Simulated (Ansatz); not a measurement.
Cost and result for the atomization energy of GeH4N2, SMILES `[NH2][Ge][NH2]` (7 atoms, 6 bonds).

```xyz
7

N     0.800    0.269    1.081
Ge    0.290    1.108   -0.460
N    -0.786   -0.222   -1.102
H     1.425    0.718    1.730
H     0.518   -0.647    1.393
H    -0.975   -1.111   -0.665
H    -1.272   -0.115   -1.977
```

The species carries charge 0 and has multiplicity 1. Correlated methods include outer-core shells of Ge, which these sets cover unevenly. Scalar relativity is left out up to krypton. All single points use the PBE0-D4/def2-TZVP geometry. It is one conformer, not always the lowest. Program: Ansatz. All runs use 2 threads of a server CPU on a shared host. Times are those of one run each, without the atoms' runs, and a repeat can differ threefold. Electronic energies, without spin–orbit coupling; frozen cores. CCSD(T)/CBS adds CCSD(T) − MP2 in def2-TZVPP to the MP2 limit, and its time is that of the two runs behind it. T1 = 0.013. With those shells the extrapolation isn't a true limit.

CCSD(T)/CBS is a level of theory with its own doubt, some kJ/mol a heavy atom from the limit and from the frozen cores, so smaller differences don't rank the functionals.

| level | functions | wall time | atomization (kcal/mol) | difference from CCSD(T)/CBS | per bond |
| --- | --- | --- | --- | --- | --- |
| revPBE-D4/def2-TZVPP | 166 | 1.6 s | 542.9 | -4.5 | -0.7 |
| BLYP-D4/def2-TZVPP | 166 | 1.6 s | 554.7 | 7.3 | 1.2 |
| PBE-D4/def2-TZVPP (with forces) | 166 | 2 s | 558.9 | 11.5 | 1.9 |
| PBE0-D4/def2-TZVPP | 166 | 2.2 s | 541.3 | -6.1 | -1.0 |
| BHLYP-D4/def2-TZVPP | 166 | 2.3 s | 525.2 | -22.2 | -3.7 |
| CCSD(T)/def2-SVP | 80 | 2.7 s | 493.0 | -54.4 | -9.1 |
| B2PLYP/def2-TZVPP | 166 | 3.9 s | 540.7 | -6.7 | -1.1 |
| ωB97X-V/def2-TZVPP | 166 | 6 s | 549.1 | 1.7 | 0.3 |
| B97M-V/def2-TZVPP | 166 | 7 s | 544.3 | -3.1 | -0.5 |
| ωB97M-V/def2-TZVPP (with forces) | 166 | 8.5 s | 547.3 | -0.1 | 0.0 |
| MP2/def2-QZVPP | 323 | 13 s | 544.2 | -3.2 | -0.5 |
| CCSD(T)/def2-TZVPP | 166 | 39 s | 526.2 | -21.2 | -3.5 |
| CCSD(T)/CBS(def2) | – | 52 s | 547.4 | 0.0 | 0.0 |

Leaving LDA and LC-ωPBE aside and taking each functional with its dispersion term where it has one, the values spread over 33.7 kcal/mol, from BHLYP-D4 to PBE-D4. LDA lies +77.5 kcal/mol from PBE without D4, its usual overbinding. From BLYP to BHLYP (50 % exact exchange), in def2-TZVPP and without D4, the atomization energy moves by −26.8 kcal/mol: exact exchange takes away binding that semilocal exchange gives to molecules. In def2-TZVPP, CCSD(T) changes the Hartree–Fock value by +180.7 kcal/mol (the triples alone add +10.4 kcal/mol) and MP2 by +186.1 kcal/mol; breaking electron pairs costs correlation energy, which Hartree–Fock lacks.
